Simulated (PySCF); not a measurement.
C₅H₁₁NSi.
Geometry (GFN2-xTB, Å), atoms numbered from 1 in this order:
```
atom  x, y, z in Å
C1    -1.030    0.701    0.816
C2    -0.657   -0.500   -0.054
C3    -1.918   -1.151   -0.619
Si4    0.553   -0.032   -1.452
C5     2.080    0.876   -0.714
C6     2.599    0.176    0.415
N7     2.989   -0.401    1.324
H8    -1.728    0.400    1.597
H9    -0.150    1.120    1.300
H10   -1.505    1.479    0.221
H11   -0.165   -1.234    0.594
H12   -2.580   -1.466    0.187
H13   -1.671   -2.025   -1.217
H14   -2.461   -0.450   -1.249
H15   -0.054    0.908   -2.403
H16    1.018   -1.235   -2.150
H17    2.863    0.954   -1.468
H18    1.811    1.887   -0.403
```

Computed at PBE0/pcSseg-1 (PySCF, non-relativistic), with Q(14N) = 0.02044 b: N7, 14N (I = 1): χzz = -4.482 MHz, η = 0.112.

Q: Where would the pure quadrupole (NQR) lines of 14N at N7 fall for the rigid, isolated species?

A: From ν± = (3/4)|χ|(1 ± η/3) and ν0 = |χ|η/2: ν+ 3.487 MHz, ν− 3.236 MHz, ν0 0.251 MHz (nitrile nitrogen).

In a crystal, neighbours and librations shift these lines. GFN2-xTB bond lengths can be off by several hundredths of an ångström, more for odd bonds, and the gradients follow them. A larger basis could move these couplings by a tenth or more.

One conformer stands for the species.
